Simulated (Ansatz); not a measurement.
Stretching the C4–H6 bond in C2H7B (SMILES BCC) (multiplicity 1 held, fragments rigid). Energies count from the point at 1.097 Å.
Geometry at that point (charge 0, multiplicity 1):
```xyz
10

B     -0.7451     1.0097     0.7393
H     -1.0555     1.2698     1.8631
H     -1.1425     1.7179    -0.1381
C      0.2045    -0.1837     0.4538
C      0.3821    -0.6374    -0.9973
H     -0.0317    -1.0298     1.1103
H      1.1699     0.1762     0.8572
H      0.6743     0.1982    -1.6362
H     -0.5510    -1.0392    -1.3976
H      1.1427    -1.4149    -1.0944
```

Signs of static correlation in cc-pVDZ, with CASSCF(2,2), from Ansatz (an electronic-structure program) runs.

| R (Å) | T1 of restricted CCSD | ⟨S²⟩ of UHF | largest double amplitude of restricted CCSD | weight of the CASSCF reference in MRCISD | CASSCF natural occupations |
|---|---|---|---|---|---|
| 0.877 | 0.008 | 0.000 | 0.031 | 0.884 | 1.99 0.01 |
| 0.987 | 0.008 | 0.000 | 0.032 | 0.884 | 1.99 0.01 |
| 1.097 | 0.008 | 0.000 | 0.033 | 0.883 | 1.98 0.02 |
| 1.206 | 0.008 | 0.000 | 0.033 | 0.883 | 1.97 0.03 |
| 1.316 | 0.008 | 0.000 | 0.032 | 0.883 | 1.96 0.04 |
| 1.480 | 0.010 | 0.000 | (withheld) | 0.883 | 1.94 0.06 |
| 1.645 | 0.012 | 0.000 | 0.072 | 0.883 | 1.91 0.09 |
| 1.919 | (withheld) | 0.553 | 0.140 | 0.883 | 1.83 0.17 |
| 2.193 | 0.026 | 0.804 | 0.258 | 0.883 | 1.71 0.29 |
| 2.522 | 0.038 | 0.930 | 0.399 | 0.883 | 1.54 0.46 |
| 2.961 | 0.055 | 0.988 | 0.576 | 0.883 | 1.32 0.68 |
| 3.509 | 0.069 | 1.007 | 0.749 | 0.883 | 1.15 0.85 |

### Question
Fill in the missing entries.

### Answer

- 1.480, largest double amplitude of restricted CCSD: 0.045
- 1.919, T1 of restricted CCSD: 0.018

Doubts at one or more of the structures used: a restricted determinant that unrestricted orbitals would lower (R-CCSD(T)/cc-pVDZ); other coupled-cluster roots lie near (R-CCSD(T)/cc-pVDZ); T1 above 0.05 (R-CCSD(T)/cc-pVDZ, U-CCSD(T)/cc-pVDZ); a spin-contaminated determinant (U-CCSD(T)/cc-pVDZ).
